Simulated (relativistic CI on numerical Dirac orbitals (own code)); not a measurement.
## Hyperfine structure of Br27+, mass number 79

Computed by Dirac-Coulomb-Breit CI, separate exchange-only KLI orbitals for each configuration, model QED (radiative potential, 1s self-energy scaled to tabulated hydrogen-like ionisation energies), unscaled Slater integrals (own radial code, finite nucleus).

Configurations in the expansion (outside the closed core 1s2): 2s²2p⁴, 2s2p⁵, 2p⁶, 2p⁵3s, 2p⁵3p, 2p⁵3d, 2s²2p³3s, 2s²2p³3p, 2s²2p³3d, 2s2p⁴3s, 2s2p⁴3p, 2s2p⁴3d, 2s²2p³4s, 2s²2p³4p, 2s²2p³4d, 2s²2p³4f. Levels of other configurations are missing.

Nuclear spin I = 3/2, μ = 2.1046 μN, Q = 0.3087 b (tables of Stone and Pyykkö). The electronic factors are computed for point nuclear moments, without core polarisation or the Bohr-Weisskopf and QED corrections.

```
        Level   E (eV)  A (GHz)  B (GHz)
   2s²2p⁴ ³P2     0.00    98.34     16.9
   2s²2p⁴ ³P1    45.99   -12.31    -20.6
   2s²2p⁴ ¹D2    58.53    220.4    -58.3
   2s2p⁵ ³P°2   196.57    526.6      -41
   2s2p⁵ ³P°1   218.59    6.954     9.89
   2s2p⁵ ¹P°1   278.19    848.9    -30.5
2s²2p³3s ⁵S°2  1685.96    171.2     23.7
```

Levels with J = 0, under 50 % of one LS term, or S terms without an open s electron are left out. Small factors come from cancelling terms and can be off by tens of per cent or more.

At this charge energies of transitions that change n are usually good to better than 1 %, and those within a shell (Δn = 0) to a few per cent.

Question: Give the hyperfine levels of 2s²2p⁴ ³P2 relative to its centre of gravity.

Answer: With K = F(F + 1) − I(I + 1) − J(J + 1), E = AK/2 + B[¾K(K + 1) − I(I + 1)J(J + 1)]/[2I(2I − 1)J(2J − 1)]: F = 1/2: -427.8, F = 3/2: -295, F = 5/2: -59.73, F = 7/2: 299.3 GHz.

LS names give the leading component of a level, which can be under half, so a name can repeat, a term be missing and a line seem to break the LS rules.
